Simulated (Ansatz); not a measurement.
Stepwise reaction of `[NH2][Sc]([OH])[OH]` with ammonia, as a gas-phase model of exchange steps in deposition or etching. ΔE in kJ/mol; ΔG adds harmonic PBE0-D4 terms to CCSD(T)/CBS, at 1 bar.

Gas-phase electronic energies from Ansatz, PBE0-D4/def2-TZVP geometries. CCSD(T)/CBS is the MP2 limit (def2-TZVPP, def2-QZVPP) plus CCSD(T) − MP2 in def2-TZVPP, frozen cores. This one scheme is used for every species. DFT in def2-TZVPP. B3LYP here is the variant with VWN-RPA as its local correlation; programs differ in this. For Sc outer-core shells are correlated without core-valence functions, which leaves a few kJ/mol of doubt a bond. Scalar relativity is left out up to krypton. One conformer a species, not always the lowest.

| step | reaction | PBE-D4 | B3LYP-D4 | ωB97M-V | CCSD(T)/CBS | ΔG(500 K) |
| --- | --- | --- | --- | --- | --- | --- |
| 1 | `[NH2][Sc]([OH])[OH]` + NH₃ → `[NH2][Sc]([NH2])[OH]` + H₂O | 74.6 | 77.2 | 77.3 | 74.8 | 68.2 |

(1) Give the row of step 2, `[NH2][Sc]([NH2])[OH]` + NH₃ → `[NH2][Sc]([NH2])[NH2]` + H₂O. (Estimate.)

(2) By hand: ΔE of the 2 steps together at CCSD(T)/CBS.

Answers

(1) Computed: 
```tsv
step	reaction	PBE-D4	B3LYP-D4	ωB97M-V	CCSD(T)/CBS	ΔG(500 K)
2	`[NH2][Sc]([NH2])[OH]` + NH₃ → `[NH2][Sc]([NH2])[NH2]` + H₂O	74.7	78.3	79.1	77.2	78.0
```

(2) (74.8) + (77.2) = 152.0 kJ/mol, or 76.0 kJ/mol a step.

In ΔE the steps differ by no more than 2.4 kJ/mol. All are uphill at CCSD(T)/CBS. ΔG lies between 68.2 and 78.0 kJ/mol a step. PBE-D4 differs from CCSD(T)/CBS by -2.5 to -0.2 kJ/mol a step. Isolated molecules leave out the surface, adducts and barriers. Largest T1 diagnostic: 0.016.
